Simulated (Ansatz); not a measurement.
System: trihydroxy(propan-2-yl)silane, C₃H₁₀O₃Si (charge 0, singlet). SMILES: CC(C)[Si](O)(O)O
Coordinates optimised at B3LYP-D3(BJ)/def2-TZVP (Ansatz, an electronic-structure program):
```
C
H 1 1.0964
C 1 1.5356 2 108.18
H 3 1.0920 1 111.05 2 -177.95
H 3 1.0927 4 107.91 1 -123.04
H 3 1.0934 4 107.68 5 -115.43
C 1 1.5356 2 108.16 3 120.29
H 7 1.0920 1 111.05 2 177.98
H 7 1.0926 8 107.92 1 123.00
H 7 1.0934 8 107.67 9 115.47
Si 1 1.8675 2 105.49 7 119.82
O 11 1.6435 1 113.13 2 -57.63
H 12 0.9594 11 117.34 1 -64.80
O 11 1.6435 12 101.88 13 173.45
H 14 0.9594 11 117.39 12 -176.32
O 11 1.6509 12 111.88 13 53.68
H 16 0.9610 11 117.60 12 57.60
```
Charge 0, spin multiplicity 1.

Wanted: atomisation energy (electronic, to ground-state atoms), in eV. Cores are frozen in the correlated levels unless marked. Open shells are spin-unrestricted. No spin-orbit coupling. Non-relativistic. The coupled-cluster limit lacks core correlation, which all-electron functionals hold. CBS(X,Y): correlation extrapolated as X^-3; Hartree-Fock from the larger set. The bracket is a focal-point correction in the basis named.

| level | program | atomisation energy (eV) |
|---|---|---|
| HF/aug-cc-pV(Q+d)Z | Ansatz | 52.32 |
| HF/cc-pV(Q+d)Z | Ansatz | 52.32 |
| SVWN5/def2-TZVPD | Ansatz | 81.09 |
| PBE-D3(BJ)/def2-TZVPD | Ansatz + dftd3 | 72.07 |
| BLYP-D4/def2-TZVPD | Ansatz + dftd4 | 70.71 |
| revPBE-D3(BJ)/def2-TZVPD | Ansatz + dftd3 | 70.09 |
| revPBE-D4/def2-TZVPD | Ansatz + dftd4 | 70.34 |
| r2SCAN-D4/def2-TZVPD | Ansatz + dftd4 | 71.17 |
| B97M-V/def2-TZVPD | Ansatz | 70.99 |
| PBE0-D3(BJ)/def2-TZVPD | Ansatz + dftd3 | 70.90 |
| PBE0-D4/def2-TZVPD | Ansatz + dftd4 | 70.89 |
| PBE0/def2-TZVP | Ansatz | 70.50 |
| HSE06-D3(BJ)/def2-TZVPD | Ansatz + dftd3 | 70.89 |
| HSE06/def2-TZVPD | Ansatz | 70.61 |
| wB97X/def2-TZVPD | Ansatz | 70.86 |
| MP2/STO-3G | Ansatz | 64.17 |
| MP2/cc-pV(T+d)Z | Ansatz | 70.88 |
| RI-MP2/aug-cc-pV(Q+d)Z | Ansatz | 72.26 |
| SCS-MP2/cc-pV(T+d)Z | Ansatz | 70.41 |
| RI-MP2/CBS(aug-cc-pV(T+d)Z,aug-cc-pV(Q+d)Z)+[CCSD(T)-MP2]/aug-cc-pV(D+d)Z | Ansatz | 71.42 |
| RI-MP2/CBS(aug-cc-pV(T+d)Z,aug-cc-pV(Q+d)Z)+[CCSD(T)-MP2]/aug-cc-pV(T+d)Z | Ansatz | 71.50 |
